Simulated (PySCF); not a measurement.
Sn(H)(F)2(Et) (C2H6F2Sn), SMILES [F][SnH]([F])[CH2]C.

Geometry optimised at PBE0-D3(BJ)/def2-SVP. The structure was generated by enumeration; whether it is a known compound was not checked. The def2 effective core potentials stand for the cores of Sn; spin–orbit coupling is left out. The values are those of a single conformer.

All values below come from C-PCM-PBE0/def2-SVP (PySCF).

The values are the electrostatic part of the solvation free energy, E(continuum) − E(gas) at the gas-phase geometry, in a cavity of scaled van der Waals radii (PySCF's table); cavitation and dispersion terms are not included. A continuum can't describe solvent molecules that bind to the metal. In vacuum the orbital gap is 8.12 eV. The dipole moment in vacuum is 4.10 D.

```
solvent              ε  ΔG(elec) (kcal/mol)  dipole (D)  gap (eV)
---------------  -----  -------------------  ----------  --------
water            78.36                 -7.8        5.06      7.98
chlorobenzene     5.70                 -6.3        4.87      8.02
dichloromethane   8.93                 -6.9        4.94      8.00
```
